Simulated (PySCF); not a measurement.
## [LaCl4]− at several levels of theory

Computed with PySCF 2.14.0 (density fitting, no spin-orbit coupling) at the geometry relaxed with PBE0:

```xyz
5
[LaCl4]− (singlet)
La    0.0000    0.0000    0.0000
Cl    1.5447    1.5447    1.5447
Cl   -1.5447   -1.5447    1.5447
Cl    1.5447   -1.5447   -1.5447
Cl   -1.5447    1.5447   -1.5447
```

```json
{"level": "PBE0", "basis": "La def2-SVP with ECP46, Cl def2-SVP", "state": "singlet", "HOMO (eV)": "-4.56", "gap (eV)": "7.55", "charge on La1 (e)": "0.76", "population of f-type functions on La1 (core shells left out)": "0.14", "dipole about the centre of mass (D)": "0.00", "largest force component (eV/Å)": "0.00"}
{"level": "M06-L", "basis": "the same", "state": "singlet", "HOMO (eV)": "-3.45", "gap (eV)": "6.35", "charge on La1 (e)": "1.05", "population of f-type functions on La1 (core shells left out)": "0.12", "dipole about the centre of mass (D)": "0.00", "largest force component (eV/Å)": "0.11"}
{"level": "PBE0", "basis": "La def2-TZVP with ECP46, Cl def2-TZVP", "state": "singlet", "HOMO (eV)": "-4.83", "gap (eV)": "7.74", "charge on La1 (e)": "1.24", "population of f-type functions on La1 (core shells left out)": "0.13", "dipole about the centre of mass (D)": "0.00", "largest force component (eV/Å)": "0.03"}
```

Charges are Mulliken's, which hang on the basis. The relaxation used the grid (50, 194), these runs (75, 302) or, all-electron (x2c bases, spin-free X2C Hamiltonian), (99, 590).

Problem. What does r2SCAN with La def2-SVP with ECP46, Cl def2-SVP give here?

Solution. state singlet, HOMO (eV) -3.56, gap (eV) 6.34, charge on La1 (e) 0.77, population of f-type functions on La1 (core shells left out) 0.13, dipole about the centre of mass (D) 0.00, largest force component (eV/Å) 0.06. Time: 4.7 s on 2 threads of Arm Neoverse V2, with other jobs on the host, from an already converged density.

In the first row's basis the gap widens with exact exchange: 6.3 to 6.4 eV for r2SCAN, M06-L (none); 7.5 eV for PBE0 (a fixed share).
